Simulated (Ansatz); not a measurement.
A search over several starts for the lowest SCF solution of ZrBrF3⁺ at the given spin, in a small basis.

```yaml
crystal:
  periodic: [false, false, false]
  atoms:
    - {symbol: Zr, position_ang: [-0.000292, 0.000821, -0.112770]}
    - {symbol: Br, position_ang: [0.006566, -0.016972, 2.382915]}
    - {symbol: F, position_ang: [1.772919, 0.009837, -0.761663]}
    - {symbol: F, position_ang: [-0.893406, 1.540375, -0.743327]}
    - {symbol: F, position_ang: [-0.885778, -1.534060, -0.765153]}
basis:
  gaussian: {orbitals: def2-SVP}
total_charge: 1
magnetization: {spin_polarized: true, initial_magnetization: 1}
hamiltonian: {xc: pbe0, dispersion: d4}
output: {orbitals: {seedname: orbitals}}
```

```sh
$ ansatz run in.yaml --threads 4 --pin off --events-out ev --progress --plain --max-ram 3916MiB
```

It prints (some lines left out):

```
Functional definition: PBE0
1011 factors; integrals over basis functions are off by at most 8.7e-4 eV
mean field evaluation 1: about -79428.0957 eV, gradient 6.7e1 eV
mean field evaluation 2: about -79262.3127 eV, gradient 2.2e2 eV
mean field evaluation 4: about -79443.3860 eV, gradient 6.6e0 eV
mean field evaluation 8: about -79443.6533 eV, gradient 9.5e-1 eV
mean field evaluation 16: about -79443.6573 eV, gradient 1.6e-3 eV
mean field evaluation 32: about -79443.6573 eV, gradient 1.2e-5 eV
mean field evaluation 64: about -79443.6125 eV, gradient 2.5e0 eV
mean field -79443.65728611 eV, -2919.5005564194 hartree, gradient 2.1e-6 eV, S^2 0.752541; 4 other end points of the search recorded, 0 dependent functions left out
reference -79443.65734874 eV, -2919.5005587213 hartree; 37, 36 occupied and 68, 69 virtual orbitals, 1011 factors
Total energy: -79443.75022693 eV, -2919.5039719316 hartree
```

It took 37 s on 4 threads of Arm Neoverse V2 on a shared host.

In the def2 sets Zr takes a core potential; there is no spin–orbit coupling.
